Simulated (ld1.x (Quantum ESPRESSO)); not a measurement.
Transferability test, RRKJ potential for Co

- Element: cobalt
- Generator: ld1.x (Quantum ESPRESSO) 7.5
- Type: norm-conserving RRKJ (Kleinman–Bylander form)
- Functional: PBE
- Relativity: scalar-relativistic
- Frozen core: [Ar]
- Valence charge: 9
- Reference configuration: 3d7 4s0 4p0 (charge +2)
- Partial waves: 4p (bound, empty): rc 2.80 bohr; 3d (bound): rc 1.75 bohr; 4s (bound, empty): rc 2.10 bohr
- Local potential: the s channel
- Core correction: none
- rho0: 0.005

Energies are relative to the spin-unpolarised reference configuration 3d7 4s0 4p0; without spin polarisation the order of configurations can differ from experiment.

```tsv
valence configuration	charge	ΔE all-electron (eV)	error AE − PS (meV)
3d7 4s2 4p0	0	-25.816	+163
3d6 4s0 4p0	+3	35.870	-159
3d7 4s0 4p2	0	-16.837	+73
3d6 4s2 4p0	+1	-10.634	+46
3d5 4s0 4p0	+4	91.222	-336
3d7 4s1 4p1	0	-21.465	+113
```

(1) What are ΔE and the potential's error for 3d7 4s1 4p0?

## Answers

(1) ΔE = -16.786 eV all-electron; the error (AE − PS) is +62 meV.
